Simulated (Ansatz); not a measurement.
Consider the ligand exchange at a Mg–Cl bond: `C[O][Mg][Cl]` + H–F → `C[O][Mg][F]` + HCl.

Calculated with Ansatz (gas phase, PBE0-D4/def2-TZVP geometries, no zero-point term in ΔE). CBS: MP2 limit from def2 TZ/QZ plus the TZ coupled-cluster correction, frozen cores. This one scheme is used for every species. Functionals use def2-TZVPP. For Mg outer-core shells are correlated without core-valence functions, which leaves a few kJ/mol of doubt a bond. Each species was taken in one conformer, which may not be the lowest.

**Question.** Is it downhill or uphill in electronic energy at CCSD(T)/CBS, and by how much? (Estimate.)

**Answer.** Computed: Uphill: ΔE = +25.0 kJ/mol.

**Question.** What do these levels give: PBE-D4, B97M-V, PBE0-D4, CAM-B3LYP-D4, ωB97X-V, PBE, PBE0, r2SCAN0, RPA@PBE/def2-TZVPP, CCSD/def2-SVP, CCSD/def2-TZVPP, SCS-MP2/def2-QZVPP? (Best estimate.)

**Answer.** Ansatz gave: PBE-D4 19.4, B97M-V 22.3, PBE0-D4 27.3, CAM-B3LYP-D4 17.6, ωB97X-V 21.5, PBE 18.4, PBE0 26.5, r2SCAN0 28.4, RPA@PBE/def2-TZVPP 18.9, CCSD/def2-SVP 11.8, CCSD/def2-TZVPP 23.9, SCS-MP2/def2-QZVPP 21.1 kJ/mol.

Largest T1 diagnostic among the species: 0.012.

From BLYP to BHLYP (50 % exact exchange), in def2-TZVPP and without D4, ΔE moves by +14.4 kJ/mol. At CCSD(T), def2-SVP lies −13.8 kJ/mol from the extrapolated value and def2-TZVPP −1.7 kJ/mol.
